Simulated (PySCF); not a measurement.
Several species in one continuum solvent.

Level: PBE0/pcSseg-1 in PySCF, non-relativistic, each on one gas-phase PBE0-D3(BJ)/def2-SVP geometry that isn't relaxed in the solvent. The solvent is an IEF-PCM continuum (Bondi radii, 1.10 Å for H, scaled by 1.2). The model holds no explicit solvent molecules, cavitation or dispersion.

Question: Order them by E(solvent) − E(gas) in chloroform (ε = 4.711), most negative first (kcal/mol).
A. `[NH2:1][SiH2:2][CH2:3][CH2:4][SiH2:5][OH:6]` with H–N1–Si2–C3 -64° and 168°, N1–Si2–C3–C4 -70°, Si2–C3–C4–Si5 69°, C3–C4–Si5–O6 -67°, C4–Si5–O6–H 53°
B. `[CH3:1][O:2][C@H:3]([SiH3:4])[SiH2:5][NH2:6]` with C1–O2–C3–Si4 -86°, O2–C3–Si5–N6 -51°, C3–Si5–N6–H -178° and 46°
C. `[CH3:1][CH2:2][O:3][SiH2:4][NH:5][SiH3:6]` with C1–C2–O3–Si4 -177°, C2–O3–Si4–N5 176°, O3–Si4–N5–Si6 -3°
D. `[CH3:1][CH2:2][O:3][SiH2:4][SiH2:5][NH2:6]` with C1–C2–O3–Si4 82°, C2–O3–Si4–Si5 171°, O3–Si4–Si5–N6 -174°, Si4–Si5–N6–H -167° and 55°

Answer: A (-4.8), D (-3.4), B (-3.1), C (-2.1).

```json
{"SMILES": "N[SiH2]CC[SiH2]O", "charge": "0", "ΔE (kcal/mol)": "-4.8", "polarisation term (kcal/mol)": "-5.2", "HOMO shift (eV)": "+0.02", "dipole gas (D)": "3.25", "dipole solvent (D)": "3.76", "atoms": "17"}
{"SMILES": "CCO[SiH2][SiH2]N", "charge": "0", "ΔE (kcal/mol)": "-3.4", "polarisation term (kcal/mol)": "-3.7", "HOMO shift (eV)": "+0.03", "dipole gas (D)": "1.17", "dipole solvent (D)": "1.46", "atoms": "17"}
{"SMILES": "CO[C@H]([SiH3])[SiH2]N", "charge": "0", "ΔE (kcal/mol)": "-3.1", "polarisation term (kcal/mol)": "-3.3", "HOMO shift (eV)": "+0.05", "dipole gas (D)": "1.46", "dipole solvent (D)": "1.70", "atoms": "17"}
{"SMILES": "CCO[SiH2]N[SiH3]", "charge": "0", "ΔE (kcal/mol)": "-2.1", "polarisation term (kcal/mol)": "-2.3", "HOMO shift (eV)": "+0.01", "dipole gas (D)": "1.21", "dipole solvent (D)": "1.47", "atoms": "17"}
```

The polarisation term is half the interaction of the solute with the induced surface charges.
